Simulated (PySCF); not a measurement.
Compound: C8H10S.
Atom-mapped SMILES: `[CH2:1]=[CH:2][c:3]1[s:4][cH:5][cH:6][c:7]1[CH2:8][CH3:9]`

Geometry (GFN2-xTB, Å), atoms numbered from 1 in this order:
```
atom  x, y, z in Å
C1     3.237   -0.954   -0.309
C2     1.907   -0.939   -0.285
C3     1.100    0.207    0.037
S4     1.830    1.734    0.451
C5     0.288    2.448    0.674
C6    -0.725    1.573    0.445
C7    -0.275    0.283    0.078
C8    -1.168   -0.882   -0.239
C9    -2.656   -0.576   -0.115
H10    3.788   -1.845   -0.554
H11    3.813   -0.072   -0.084
H12    1.353   -1.839   -0.519
H13    0.221    3.478    0.963
H14   -1.760    1.846    0.537
H15   -0.918   -1.710    0.433
H16   -0.957   -1.219   -1.259
H17   -2.946    0.215   -0.803
H18   -3.236   -1.465   -0.356
H19   -2.906   -0.272    0.898
```

Probes without a nucleus sit at each ring's centroid and 1 Å off its mean plane on both sides; NICS is minus the shielding there, NICSzz its component along the normal. Level: GIAO PBE0/pcSseg-1 (PySCF, non-relativistic, gas phase) on the GFN2-xTB geometry, one conformer.

Ring bond lengths (Å), with Mayer bond orders in brackets: C3–S4 1.742 (1.15), S4–C5 1.715 (1.18), C5–C6 1.358 (1.57), C6–C7 1.414 (1.28), C7–C3 1.378 (1.48).

**Question.** Give the NICS values of each ring in ppm.

**Answer.** 
```json
{"ring": "C3–S4–C5–C6–C7", "type": "5-membered ring with S; formal bonds all aromatic", "NICS(0)": "-10.4", "NICS(1), two faces": "-9.9 / -10.0", "NICS(1)zz, two faces": "-21.5 / -21.5", "rms pucker (Å)": "0.00", "centre to ring atoms, mean (Å)": "1.29"}
```

**Question.** What can be read from them?

**Answer.** 
- C3–S4–C5–C6–C7: mean NICS(1)zz -21.5 ppm, shielded. The ring is flat and has no four-coordinate atom; by the NICS criterion it is aromatic.

**Question.** How equal are the bonds by HOMA? HOMA = 1 − mean of α(R − Ropt)² over the ring bonds, with Krygowski's 1993 parameters (CC: Ropt 1.388 Å, α 257.7 Å⁻²; CS: Ropt 1.677 Å, α 94.09 Å⁻²).

**Answer.** 
- C3–S4–C5–C6–C7: HOMA 0.81; the largest term is that of C3–S4, α(R − Ropt)² = 0.40. The geometric and the magnetic index point the same way.

**Question.** What are the shieldings of the ring atoms and their hydrogens in the same run (means over atoms taken as equivalent)?

**Answer.** 
```
atoms                        environment  σ isotropic (ppm)  principal values of the symmetric part, first atom (ppm)
   C3        substituted aromatic carbon               39.0                                        -22.6, 25.4, 114.3
   S4              thiophene-type sulfur              288.3                                       144.8, 328.6, 391.5
   C5  aromatic CH next to a ring sulfur               54.9                                        -37.9, 54.6, 147.9
   C6                 aromatic CH carbon               56.7                                        -27.0, 50.0, 147.0
   C7        substituted aromatic carbon               41.9                                        -25.7, 15.2, 136.1
  H13                  aromatic hydrogen              24.70                                          21.7, 25.2, 27.2
  H14                  aromatic hydrogen              24.82                                          20.7, 24.5, 29.3
```

Hardware: one thread of an Arm Neoverse V1, shared host. Cost: 37 s wall. This is the whole shielding run at PBE0/pcSseg-1, SCF included.
